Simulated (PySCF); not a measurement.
C5H11Si (SMILES [CH]=C[Si](C)(C)C), doublet, geometry from GFN2-xTB. Base run: MN15/STO-3G (PySCF).

The PySCF input:
```python
from pyscf import gto, scf, dft

mol = gto.Mole()
mol.atom = '''
    C     0.14448645    2.33517149   -1.12412862
    C     0.65102697    1.50523725   -0.28117228
    Si   -0.00433906   -0.27160853    0.14065850
    C    -0.40943509   -0.31259644    2.00530085
    C    -1.55808201   -0.65114497   -0.89294607
    C     1.38929570   -1.51328348   -0.25771238
    H    -0.69504943    2.32329597   -1.78512354
    H     1.53767091    1.76376229    0.28640111
    H    -0.77728748   -1.28958076    2.30547255
    H    -1.17047554    0.41857297    2.26060601
    H     0.46872598   -0.09488517    2.60575706
    H    -2.34937526    0.06347837   -0.68864491
    H    -1.34202296   -0.60894847   -1.95601165
    H    -1.94597047   -1.64215993   -0.67545202
    H     2.28238812   -1.30553916    0.32395847
    H     1.08309078   -2.53141865   -0.03510036
    H     1.66530009   -1.47436124   -1.30713062
'''
mol.basis = 'sto-3g'
mol.spin = 1
mol.verbose = 4
mol.build()

mf = dft.UKS(mol)
mf.xc = 'mn15'
mf.kernel()
```

Each row names what was changed in the base input (with any setting that the change needs).

```json
[
 {"change": "base", "ΔE vs base (mEh)": "0.000", "grid points": "197664", "electrons on the grid": "54.99998"},
 {"change": "grids.radi_method = gauss_chebyshev", "ΔE vs base (mEh)": "-0.007", "grid points": "192576", "electrons on the grid": "54.99998"},
 {"change": "grids.level = 7", "ΔE vs base (mEh)": "-0.011", "grid points": "1071280", "electrons on the grid": "55.00000"},
 {"change": "grids.prune = dft.gen_grid.treutler_prune", "ΔE vs base (mEh)": "0.003", "grid points": "171024", "electrons on the grid": "54.99998"},
 {"change": "grids.level = 4", "ΔE vs base (mEh)": "-0.011", "grid points": "344752", "electrons on the grid": "55.00000"},
 {"change": "grids.level = 5", "ΔE vs base (mEh)": "-0.010", "grid points": "517384", "electrons on the grid": "55.00000"},
 {"change": "grids.level = 1", "ΔE vs base (mEh)": "-0.290", "grid points": "59504", "electrons on the grid": "55.00012"},
 {"change": "grids.atom_grid = (30, 110)", "ΔE vs base (mEh)": "-9.433", "grid points": "41896", "electrons on the grid": "54.99956"},
 {"change": "grids.prune = off", "ΔE vs base (mEh)": "0.000", "grid points": "314072", "electrons on the grid": "54.99998"},
 {"change": "grids.level = 0", "ΔE vs base (mEh)": "-207.2", "grid points": "13880", "electrons on the grid": "55.00374"},
 {"change": "grids.atom_grid = (50, 194)", "ΔE vs base (mEh)": "-0.112", "grid points": "112392", "electrons on the grid": "55.00013"}
]
```

Open shells are given as the SCF converged; they aren't shown to be the lowest states, and a large step between rows can be another state.
